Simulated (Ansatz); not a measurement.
Species: C₇H₁₂BN, SMILES `BC1(C#N)CCCCC1` (charge 0, multiplicity 1).

**Question.** Give a relaxed geometry from PBE0-D3(BJ)/def2-SVP in Ansatz (an electronic-structure program).

**Answer.** This is not unique; one that fits is the end point of this relaxation, one of several conformers (outside a Z-matrix the atoms follow the SMILES, hydrogens last).
Bonded distances (Å): B1–C2 1.590, B1–H10 1.207, B1–H11 1.207, C2–C3 1.461, C2–C5 1.540, C2–C9 1.540, C3–N4 1.161, C5–C6 1.524, C5–H12 1.100, C5–H13 1.104, C6–C7 1.525, C6–H14 1.101, C6–H15 1.106, C7–C8 1.525, C7–H16 1.105, C7–H17 1.102, C8–C9 1.524, C8–H18 1.106, C8–H19 1.101, C9–H20 1.104, C9–H21 1.100. Angles (°): C2–B1–H10 119.6, C2–B1–H11 119.6, H10–B1–H11 120.7, B1–C2–C3 94.1, B1–C2–C5 114.0, B1–C2–C9 114.0, C3–C2–C5 111.5, C3–C2–C9 111.5, C5–C2–C9 110.8, C2–C3–N4 175.2, C2–C5–C6 110.0, C2–C5–H12 109.9, C2–C5–H13 109.2, C6–C5–H12 110.8, C6–C5–H13 109.8, H12–C5–H13 107.1, C5–C6–C7 111.7, C5–C6–H14 109.8, C5–C6–H15 109.0, C7–C6–H14 110.5, C7–C6–H15 109.4, H14–C6–H15 106.1, C6–C7–C8 111.6, C6–C7–H16 109.0, C6–C7–H17 110.4, C8–C7–H16 109.0, C8–C7–H17 110.4, H16–C7–H17 106.3, C7–C8–C9 111.7, C7–C8–H18 109.4, C7–C8–H19 110.5, C9–C8–H18 109.0, C9–C8–H19 109.8, H18–C8–H19 106.1, C2–C9–C8 110.0, C2–C9–H20 109.2, C2–C9–H21 109.9, C8–C9–H20 109.8, C8–C9–H21 110.8, H20–C9–H21 107.1.
